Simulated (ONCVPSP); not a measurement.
antimony, ONCV: configuration errors across variants

antimony, optimised norm-conserving Vanderbilt (ONCV), made with ONCVPSP 4.0.1 (LDA (Perdew-Zunger), scalar-relativistic). Core [Ar] 3d10, reference 4s2 4p6 4d10 5s2 5p3. Waves: 4s+5s: rc 1.30 bohr, ncon 3, nbas 8, qcut 10.5 1/bohr, 2 projectors; 4p+5p: rc 1.10 bohr, ncon 4, nbas 7, qcut 12.6 1/bohr, 2 projectors; 4d: rc 1.15 bohr, ncon 4, nbas 8, qcut 16 1/bohr, 2 projectors, debl 0.4 Ha. Local part: polynomial inside 1.00 bohr (lpopt 4, dvloc0 0 Ha). Core correction: Teter function, fcfact 5.5, rcfact 1.4.

In the d channel the program set the typed energies aside and used -1.233, 0.250 Ha.

All-electron excitation energies from the reference (eV): (1) 4s2 4p6 4d10 5s2 5p2 8.521; (2) 4s2 4p6 4d10 5s2 5p1 24.774; (3) 4s2 4p6 4d10 5s2 5p0 49.559; (4) 4s2 4p6 4d10 5s0 5p5 16.646.

3 further variants failed, have other tests or too few solved ones, and are left out.

A true bound ghost makes a file unfit for plane-wave use even where its test errors are small: the radial tests pick states by their node count and pass the ghost by.

Errors AE − PS in meV (a dash: test not solved or not reliable):

```csv
change,(1),(2),(3),(4),bound ghosts,GHOST(+) flags above zero
base,-1.5,-4.5,-9.4,-4.0,none,none
"d: rc 0.8; local potential polynomial inside 0.80 bohr (lpopt 4, dvloc0 0 Ha)",-1.5,-4.7,-9.6,-3.8,none,d
"d: rc 0.92; local potential polynomial inside 0.92 bohr (lpopt 4, dvloc0 0 Ha)",-1.5,-4.6,-9.6,-3.9,none,"s, d"
d: rc 1.08,-1.5,-4.5,-9.4,-4.0,none,none
d: rc 1.16,-1.5,-4.5,-9.4,-4.0,none,none
d: rc 1.26,-1.5,-4.5,-9.5,-4.0,none,none
d: rc 1.6,-1.5,-4.4,-8.6,-3.2,d,none
```

Question: Give the same row for: d: rc 0.98; local potential polynomial inside 0.98 bohr (lpopt 4, dvloc0 0 Ha).

Answer: -1.5, -4.6, -9.5, -3.9; bound ghosts: none; GHOST(+) flags above zero: none.
